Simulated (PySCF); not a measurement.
Structure from NMR data

The spectra below were simulated for a compound C5H6O4Si.

1H NMR (400 MHz, computed): δ 8.05 (s, 1H), 5.67 (q, 1H), 2.41 (s, 1H), 0.75 (d, 3H).

13C{1H} NMR (computed): δ 165.6 (CH), 157.8 (C), 84.0 (CH), 79.4 (C), 0.1 (CH3).

Computed data (PySCF 2.14.0 with density-fitted response routines): PBE0/pcSseg-1 with gauge-including orbitals, GFN2-xTB geometry. Relativity neglected, a single conformation, isolated molecule, rapidly exchanging positions averaged.

References, each an isolated molecule treated in the same way: 1H (31.72 ppm), 13C (186.93 ppm) vs TMS.

**Question.** Which candidate is it?
A. C#CC(=O)O[Si@H](C)C(=O)O
B. C#CC(=O)O[Si@H](C)OC=O
C. O=C=C(C=O)[C@@H]([SiH3])OC=O

**Answer.** B. 

Rings plus π bonds: 4 (no ring in the answer). 5 carbon signals for 5 carbons: no two carbons are equivalent. Carbon types of the structure: 2 × C, 2 × CH, 1 × CH3, leaving 1 H on heteroatoms. δC 165.6, 157.8: carbonyl carbon. δC 84.0: terminal alkyne carbon; the triple bond shields along its axis, which puts it between sp3 and sp2 carbons. δC 79.4: alkyne carbon; the triple bond shields along its axis, which puts it between sp3 and sp2 carbons. δC 0.1: methyl carbon bonded to Si; an electropositive neighbour leaves it electron-rich and shielded. δH 2.41: hydrogen on a terminal alkyne carbon; it lies on the axis of the triple bond, in its shielding cone.

The others: C#CC(=O)O[Si@H](C)C(=O)O would give 3 signals for carbon-bound and other non-exchanging H, not 4; O=C=C(C=O)[C@@H]([SiH3])OC=O has carbons computed at 206.6, 185.2, 164.3, 61.3, 58.4, with a different DEPT pattern.

Shifts are as computed. Against solution values, carbons near 30 ppm lie about +3 ppm off and those near 130 ppm about +5 ppm. Of 1309 compounds with measured shifts, 239 miss one by over three times the rms of a fit or turn the order of signals round; such compounds aren't used in these exercises. No couplings were computed; multiplicities are counted from neighbouring protons, with m where these are inequivalent, close in shift, in a saturated or five-membered ring or joined by F or P, and br s for small geminal =CH2 splittings.
